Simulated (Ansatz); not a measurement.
```yaml
atoms:
  - { symbol: Cr, position_ang: [0.0000, 0.0000, 0.0000] }
  - { symbol: Mn, position_ang: [0.0000, 0.0000, 2.2000] }
```

Basis set: pcseg-2 (spherical functions). Some runs use density fitting. Charge 0, multiplicity 2.

Computed with Ansatz (development build ahead of 0.2.0); each method stands on the lowest determinant of its kind that the runs found.

(1) Give the atomization energy at this shape (free ground-state atoms in the same class of orbitals less the molecule, no zero-point energy) of doublet CrMn by PBE0 (unrestricted), PBE (unrestricted), UHF.

Results:

(1)

```json
{"method": "PBE0 (unrestricted)", "atomization energy": "0.06 eV"}
{"method": "PBE (unrestricted)", "atomization energy": "1.02 eV"}
{"method": "UHF", "atomization energy": "-1.65 eV"}
```

Caution: another spin multiplicity may lie lower; the unrestricted determinant is a mixture of spin states. Caution for UHF: the molecule lies well above its atoms at this level.

The shape needn't be a minimum at these levels.
